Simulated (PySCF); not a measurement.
VBr₄, SMILES [Br][V]([Br])([Br])[Br] (connectivity only; charge and spin as stated), neutral, multiplicity 2.

Geometry optimised at B3LYP-D3(BJ)/def2-SVP. The multiplicity is an assumed one; other spin states were not compared.

These are B3LYP-D3(BJ)/def2-SVP (PySCF) values and carry that method's errors.

Frequencies are harmonic and unscaled.

Modes within 1.5 cm⁻¹ of each other (mostly degenerate sets) share a row, with their intensities summed.

```tsv
mode	ν (cm⁻¹)	IR (km/mol)	moving atoms (share of kinetic energy)
1	47	0.0	Br 100 %
2	76	0.0	Br 100 %
3–4	81	0.9	Br 84 %, V 16 %
5	97	0.2	Br 87 %, V 13 %
6	231	0.0	Br 100 %
7–8	371	181.1	V 70 %, Br 30 %
9	400	60.8	V 73 %, Br 27 %
```
